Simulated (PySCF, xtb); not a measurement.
C4H6O2Si, SMILES Oc1cc([SiH3])co1.

GFN2-xTB (xtb 6.7.1) at its own geometry gives an orbital gap of 4.15 eV and a dipole moment of 1.90 D.

The structure is a stationary point at r2SCAN-D4/def2-SVP. A frequency run showed that this geometry is not a minimum. The structure was generated by enumeration, and PubChem lists no compound with its InChIKey, so it may never have been made. Other conformers were not sampled.

Question: What does PySCF with ωB97X/def2-TZVP give? (An estimate is asked for; the answer gives what the named calculation found.)

Answer: gap 10.40 eV (levels -8.38 and 2.02 eV), dipole 1.63 D.
